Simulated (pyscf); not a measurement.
`[SnH4]` + `[GeH2]` [singlet] -> `[SnH2]` [singlet] + `[GeH4]` (concerted two-bond exchange; singlet surface; H–Sn, H–Sn broken, Ge–H, Ge–H formed). Optimised with ωB97X-D3(BJ)/def2-SVP in PySCF. Correlated levels are frozen-core, on RHF or UHF. ΔMP2 is the change of the MP2 total energy from the triple- to the quadruple-zeta basis. Energies in kJ/mol from the separated reactants.

```tsv
level	barrier	reaction energy
r²SCAN/def2-TZVP	14.3	-100.0
B3LYP-D3(BJ)/def2-TZVP	44.6	-94.1
ωB97M-D3(BJ)/def2-TZVP	80.4	-85.0
MP2/def2-QZVPP	…	-105.8
CCSD/def2-TZVPP	77.8	-93.5
CCSD(T)/def2-TZVPP	58.9	-93.6
CCSD(T)/def2-TZVPP + ΔMP2(QZVPP)	…	…
```

Task: Some entries are withheld; supply them.

Result: 
- MP2/def2-QZVPP, barrier: 37.8
- CCSD(T)/def2-TZVPP + ΔMP2(QZVPP), barrier: 51.8
- CCSD(T)/def2-TZVPP + ΔMP2(QZVPP), reaction energy: -92.7

On the reactant side the descent ends in an adduct with a Ge–Sn, Ge–H contact, 64.9 kJ/mol under the separated species and 126.2 kJ/mol under the saddle at ωB97X-D3(BJ)/def2-TZVP. On the product side the descent ends in a bound adduct, 34.6 kJ/mol under the separated species and 184.3 kJ/mol under the saddle at ωB97X-D3(BJ)/def2-TZVP. What is counted as formed (Ge–H) is already present as a longer contact in the reactant adduct; forming that adduct is a step of its own. At ωB97X-D3(BJ)/def2-TZVP the barrier from the zero used here is 61.3 kJ/mol. One saddle was located; it need not be the lowest between these sides. The CCSD(T) − MP2 part came from Ansatz, without density fitting, on the same reference. The frozen core leaves the outer d or s,p core shells of the metals and heavy elements correlated in the MP2 and CC values, and def2-TZVPP describes them poorly, which can shift differences by a few kcal/mol. Elements up to Kr have no core potential and no relativistic terms here. Elements past Kr carry the def2 core potentials, without spin-orbit coupling.
